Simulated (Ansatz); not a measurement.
`C#[C][GeH2][OH]` + HI → `[OH][GeH2][I]` + `C#C`  (ligand exchange at a Ge–C bond)

Computed with Ansatz on PBE0-D4/def2-TZVP structures; ΔE is electronic, products minus reactants. CCSD(T)/CBS is the MP2 limit (def2-TZVPP, def2-QZVPP) plus CCSD(T) − MP2 in def2-TZVPP, frozen cores. This one scheme is used for every species. Functionals use def2-TZVPP. def2 core potentials past Kr. For Ge, I outer-core shells are correlated without core-valence functions, which leaves a few kJ/mol of doubt a bond. Scalar relativity is left out up to krypton. One conformer a species, not always the lowest.

CCSD(T)/CBS gives -73.5 kJ/mol.

Task: Another level gave -74.5 kJ/mol. Which?
A. BHLYP-D4/def2-TZVPP
B. RPA@PBE/def2-TZVPP
C. PBE-QIDH/def2-TZVPP
D. SCS-MP2/def2-TZVPP

Result: C. PBE-QIDH -74.5, BHLYP-D4 -79.4, SCS-MP2/def2-TZVPP -65.9, RPA@PBE/def2-TZVPP -56.5 kJ/mol.

Task: What do rigid-rotor, harmonic-oscillator terms from PBE0-D4/def2-TZVP frequencies (298.15 K, 1 bar) make of the CCSD(T)/CBS value? (Best estimate.)

Result: Computed: ΔZPE = +10.0 kJ/mol, ΔH = -65.1 kJ/mol, ΔS = -11 J/(mol·K), ΔG = -62.0 kJ/mol.

Largest T1 diagnostic among the species: 0.013.

Leaving LDA and LC-ωPBE aside and taking each functional with its dispersion term where it has one, the values, not all of them listed here, spread over 10.9 kJ/mol, from BHLYP-D4 to B97M-V. LDA lies +3.1 kJ/mol from PBE without D4. In def2-TZVPP, CCSD(T) changes the Hartree–Fock value by +12.4 kJ/mol (the triples alone add +0.4 kJ/mol) and MP2 by +6.9 kJ/mol. At CCSD(T), def2-SVP lies +7.4 kJ/mol from the extrapolated value and def2-TZVPP +9.9 kJ/mol.
